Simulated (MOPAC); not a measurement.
Input for MOPAC: PM6 on FHSe (SMILES F[SeH]), a point of a bond scan (R = 1.478 Å).

```
PM6 1SCF PRECISE CHARGE=0 THREADS=1
FHSe

Se    -0.11560586 1    -0.22336041 1     0.25952766 1
H     -0.89957874 1    -0.95500093 1    -0.75749433 1
F      0.53668645 1     0.94991721 1    -0.89627180 1
```

The log:

```
*******************************************************************************
 **                                                                           **
 **                              MOPAC v23.2.5                                **
 **                                                                           **
 *******************************************************************************
 ** MOPAC's Digital Object Identifier: https://doi.org/10.5281/zenodo.6511958 **
 **                                                                           **
 ** Please cite the open-source release paper for use of this MOPAC version:  **
 ** J. E. Moussa and J. J. P. Stewart (2026)                                  **
 ** MOPAC: An open-source semiempirical molecular orbital program             **
 ** J. Open Source Softw., 11(119), 8025, https://doi.org/10.21105/joss.08025 **
 *******************************************************************************

                              PM6 CALCULATION RESULTS

 *******************************************************************************
 *  PM6        - The PM6 Hamiltonian to be used
 *
 *
 *
 *                 CHARGE ON SYSTEM = 0
 *
 *
 *
 *  PRECISE    - TIGHTER CRITERIA TO BE USED
 *  1SCF       - DO 1 SCF AND THEN STOP
 *  THREADS=1  - MULTI-THREADING NOT USED
 *  T=         - A TIME OF 172800.0 SECONDS REQUESTED
 *  DUMP=N     - RESTART FILE WRITTEN EVERY 7200.0 SECONDS REQUESTED
 *******************************************************************************
PM6 1SCF PRECISE CHARGE=0 THREADS=1
 FHSe

   ATOM   CHEMICAL          X               Y               Z
  NUMBER   SYMBOL      (ANGSTROMS)     (ANGSTROMS)     (ANGSTROMS)

     1      Se         -0.11560586  *  -0.22336041  *   0.25952766  *
     2       H         -0.89957874  *  -0.95500093  *  -0.75749433  *
     3       F          0.53668645  *   0.94991721  *  -0.89627180  *



          CARTESIAN COORDINATES

    NO.       ATOM           X           Y           Z

     1        Se         -0.1156     -0.2234      0.2595
     2         H         -0.8996     -0.9550     -0.7575
     3         F          0.5367      0.9499     -0.8963

 General Reference for PM6:
 "Optimization of Parameters for Semiempirical Methods V: Modification of NDDO Approximations
 and Application to 70 Elements", J. J. P. Stewart, J. Mol. Mod., 13, 1173-1213 (2007)
 URL: https://link.springer.com/article/10.1007/s00894-007-0233-4

           Empirical Formula: H Se F  =     3 atoms



      MOLECULAR POINT GROUP   :   Cs


      RHF CALCULATION, NO. OF DOUBLY OCCUPIED LEVELS = 7


 -------------------------------------------------------------------------------
 PM6 1SCF PRECISE CHARGE=0 THREADS=1
 FHSe



     1SCF WAS SPECIFIED, SO BFGS WAS NOT USED
     SCF FIELD WAS ACHIEVED


                              PM6 CALCULATION
                                                       MOPAC v23.2.5 Linux




          FINAL HEAT OF FORMATION =        -42.07874 KCAL/MOL =    -176.05745 KJ/MOL


          COSMO AREA              =         74.39 SQUARE ANGSTROMS
          COSMO VOLUME            =         57.37 CUBIC ANGSTROMS

          IONIZATION POTENTIAL    =          8.977659 EV
          HOMO LUMO ENERGIES (EV) =         -8.978 -0.932
          NO. OF FILLED LEVELS    =          7
          MOLECULAR WEIGHT        =         98.9663         POINT GROUP:  Cs

          MOLECULAR DIMENSIONS (Angstroms)

            Atom       Atom       Distance
            F     3    H     2     2.38973
            H     2   Se     1     1.09251
            F     3    H     2     0.00000


          SCF CALCULATIONS        =          1





   ATOM   CHEMICAL          X               Y               Z
  NUMBER   SYMBOL      (ANGSTROMS)     (ANGSTROMS)     (ANGSTROMS)

     1      Se         -0.11560586  *  -0.22336041  *   0.25952766  *
     2       H         -0.89957874  *  -0.95500093  *  -0.75749433  *
     3       F          0.53668645  *   0.94991721  *  -0.89627180  *

                             CARTESIAN COORDINATES

   1   Se       -0.115605860    -0.223360410     0.259527660
   2    H       -0.899578740    -0.955000930    -0.757494330
   3    F        0.536686450     0.949917210    -0.896271800


           Empirical Formula: H Se F  =     3 atoms



      MOLECULAR POINT GROUP   :   Cs


                  EIGENVALUES
 -40.76337 -22.49915 -16.55323 -16.31502 -14.33169 -13.18681  -8.97766  -0.93197
   1.60084


              NET ATOMIC CHARGES AND DIPOLE CONTRIBUTIONS

  ATOM NO.   TYPE          CHARGE      No. of ELECS.   s-Pop       p-Pop
    1         Se           0.150190        5.8498     1.98104     3.86877
    2          H           0.090462        0.9095     0.90954
    3          F          -0.240652        7.2407     1.98090     5.25975
 DIPOLE           X         Y         Z       TOTAL
 POINT-CHG.    -1.095    -1.674     0.894     2.191
 HYBRID        -0.068     0.103    -0.679     0.691
 SUM           -1.163    -1.571     0.215     1.966


          ATOMIC ORBITAL ELECTRON POPULATIONS

     Atom    s        px        py        pz
    1 Se   1.98104   1.60830   1.28475   0.97572
    2  H   0.90954
    3  F   1.98090   1.89483   1.67059   1.69432

 **********************
 *                    *
 * JOB ENDED NORMALLY *
 *                    *
 **********************




 == MOPAC DONE ==
```

The run finished.

Cost: very roughly 0.020 core-seconds.
